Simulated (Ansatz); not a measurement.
`O[SiH](Cl)[SiH](Cl)Cl` + `F[SiH](Cl)C[SiH3]` → `O[Si@H](Cl)[Si@H](F)Cl` + `[SiH3]C[SiH](Cl)Cl`  (redistribution)

Isolated molecules relaxed with PBE0-D4/def2-TZVP in Ansatz; ΔE leaves out vibrations. CBS: MP2 limit from def2 TZ/QZ plus the TZ coupled-cluster correction, frozen cores. DFT in def2-TZVPP. Each species was taken in one conformer, which may not be the lowest.

```json
{"level": "ωB97M-V", "ΔE (eV)": "0.08"}
{"level": "MP2/def2-TZVPP", "ΔE (eV)": "0.07"}
```

Q: What does CCSD(T)/CBS give? (Estimate.)

A: Computed: +0.08 eV. The listed levels differ from it by 0.00, -0.01 eV.

Largest T1 diagnostic among the species: 0.011.
